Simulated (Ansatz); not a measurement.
Cost and result for the atomization energy of `C[Si@H](O)[Si@H](O)F` (13 atoms, 12 bonds).

```xyz
13

C    -0.478    1.730    0.474
Si    0.019    0.435   -0.775
O    -1.157    0.158   -1.908
Si    0.352   -1.638    0.272
O     1.302   -1.324    1.573
F     1.100   -2.658   -0.714
H    -0.617    2.706    0.001
H    -1.410    1.459    0.977
H     0.302    1.829    1.233
H     1.283    0.874   -1.438
H    -1.281    0.812   -2.596
H    -0.882   -2.357    0.698
H     1.466   -2.028    2.203
```

The species carries charge 0 and has multiplicity 1. The geometry is a stationary point of PBE0-D4/def2-TZVP. It is one conformer, not always the lowest. Program: Ansatz. All runs use 2 threads of an AMD EPYC 7R13 on a shared host and a share of an NVIDIA H100 80 GB. Times are those of one run each, without the atoms' runs, and a repeat can differ threefold. Electronic energies, without spin–orbit coupling; frozen cores. CCSD(T)/CBS adds CCSD(T) − MP2 in def2-TZVPP to the MP2 limit, and its time is that of the two runs behind it. T1 = 0.012. B3LYP takes the VWN-RPA correlation (the form of Gaussian; ORCA's B3LYP/G).

CCSD(T)/CBS is a level of theory with its own doubt, some kJ/mol a heavy atom from the limit and from the frozen cores, so smaller differences don't rank the functionals.

```
                             level  functions  wall time  atomization (kcal/mol)  difference from CCSD(T)/CBS  per bond
                PBE0-D4/def2-TZVPP        306      1.8 s                  1162.7                        -17.2      -1.4
   PBE-D4/def2-TZVPP (with forces)        306        2 s                  1182.7                          2.8       0.2
 B3LYP-D4/def2-TZVPP (with forces)        306      2.2 s                  1169.3                        -10.6      -0.9
r2SCAN-D4/def2-TZVPP (with forces)        306      2.4 s                  1175.0                         -4.9      -0.4
                ωB97X-V/def2-TZVPP        306      2.5 s                  1178.2                         -1.7      -0.1
                 B2PLYP/def2-TZVPP        306      2.6 s                  1160.0                        -19.9      -1.7
  ωB97M-V/def2-TZVPP (with forces)        306      2.8 s                  1176.1                         -3.8      -0.3
                    MP2/def2-QZVPP        578      3.3 s                  1188.9                          9.0       0.7
                CCSD(T)/def2-TZVPP        306      4.8 s                  1145.5                        -34.4      -2.9
                 CCSD(T)/CBS(def2)          –      8.1 s                  1179.9                          0.0       0.0
```

From PBE to PBE0 (25 % exact exchange), in def2-TZVPP and without D4, the atomization energy moves by −19.0 kcal/mol: exact exchange takes away binding that semilocal exchange gives to molecules. The D4 term adds +10.9 kcal/mol with B3LYP and +5.8 kcal/mol with PBE0; it sums over pairs of atoms, weighted by their polarisabilities, and B3LYP, whose exchange is more repulsive, gets the larger term. In def2-TZVPP, CCSD(T) changes the Hartree–Fock value by +282.9 kcal/mol (the triples alone add +15.3 kcal/mol) and MP2 by +305.5 kcal/mol; breaking electron pairs costs correlation energy, which Hartree–Fock lacks.
